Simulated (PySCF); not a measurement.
An unknown is described by computed data only.

Formula: C6H12N; charge +1.

* UV, strongest line: among the 8 lowest singlet transitions: S8 at 7.63 eV (163 nm, f = 0.367) [TDDFT B3LYP/def2-SVPD]
* Polarisability: 76.1 au [B3LYP/def2-SVPD]
* UV, first state: lowest singlet excitation: 3.84 eV (323 nm, f = 0.012) [TDDFT B3LYP/def2-SVPD]
* 13C NMR: chemical shifts (computed TMS as zero) by class: 171.7 (1 C), 141.2 (1 C), 136.4 (1 C), 69.7 (1 C), 54.4 (1 C), 12.7 (1 C) ppm [GIAO PBE0/pcSseg-1]
* Triplet: lowest triplet excitation (Tamm–Dancoff): 3.69 eV [TDA B3LYP/def2-SVPD]
* 1H NMR: chemical shifts (computed TMS as zero) by class: 8.17 (1 H), 7.87 (1 H), 6.52 (1 H), 6.47 (1 H), 5.82 (1 H), 4.74 (2 H), 4.21 (2 H), 1.76 (3 H) ppm [GIAO PBE0/pcSseg-1]
* Rotational structure: rotational constants A, B, C: 4.643, 1.585, 1.317 GHz [GFN2-xTB]

Electronic properties: PySCF, gas phase, density fitting. Levels stand in brackets. Geometry: GFN2-xTB, one conformer, isolated ion. Each NMR value is the plain mean over a class of atoms that symmetry, rotation or inversion makes alike.

Question: What is the compound? Reason from the data.

Answer: Numbering: `[CH2:1]=[CH:2][CH2:3][N+:4](=[CH2:5])[CH2:6][CH3:7]`. 6 carbons fall into 6 classes; from least to most shielded: C=N carbon [C5] (171.7 ppm), terminal =CH2 carbon [C1] (141.2 ppm), alkene CH carbon [C2] (136.4 ppm), sp3 carbon bound to nitrogen [C3] (69.7 ppm), sp3 carbon bound to nitrogen [C6] (54.4 ppm), methyl carbon [C7] (12.7 ppm). Hydrogen classes from least to most shielded: 1 H on a C=N carbon, C5 (8.17 ppm), 1 H on a C=N carbon, C5 (7.87 ppm), 1 H on a terminal =CH2 carbon, C1 (6.52 ppm), 1 H on a terminal =CH2 carbon, C1 (6.47 ppm), 1 H on an alkene CH carbon, C2 (5.82 ppm), 2 H on an sp3 carbon bound to nitrogen, C3 (4.74 ppm, a mean of values up to 0.5 ppm apart in this geometry), 2 H on an sp3 carbon bound to nitrogen, C6 (4.21 ppm, a mean of values up to 0.6 ppm apart in this geometry), 3 H on a methyl carbon, C7 (1.76 ppm, a mean of values up to 0.9 ppm apart in this geometry). S1 is mainly HOMO→LUMO (weight 1.00); the largest Löwdin shares of the orbital it empties are 0.40 on the alkene CH carbon, 0.37 on the terminal =CH2 carbon and 0.06 on an sp3 carbon bound to nitrogen, of the orbital it fills 0.43 on the C=N carbon, 0.32 on the iminium nitrogen, 0.07 on a hydrogen on a C=N carbon and 0.06 on a hydrogen on a C=N carbon. The optimised geometry has point group C1 and is an asymmetric top. Structure: `C=CC[N+](=C)CC`. Computed isomers that give other values at the same levels: `C1C[C@H](C2CC2)[NH2+]1` (13C chemical shifts (computed TMS as zero) by class: 75.4 (1 C), 45.8 (1 C), 26.9 (1 C), 20.4 (1 C), 8.7 (1 C), 7.2 (1 C) ppm); `C=CC[NH+]1CCC1` (13C chemical shifts (computed TMS as zero) by class: 142.4 (1 C), 127.5 (1 C), 65.0 (1 C), 57.0 (2 C), 16.9 (1 C) ppm); `C#CC[N+](C)(C)C` (13C chemical shifts (computed TMS as zero) by class: 98.1 (1 C), 71.9 (1 C), 58.6 (1 C), 52.6 (3 C) ppm). The assignments are read from this structure; whether some other isomer fits the data as well wasn't checked.

Conformer computed: `[CH2:1]=[CH:2][CH2:3][N+:4](=[CH2:5])[CH2:6][CH3:7]`: C1–C2–C3–N4 -129°, C2–C3–N4–C5 -101°, C3–N4–C6–C7 -173°.
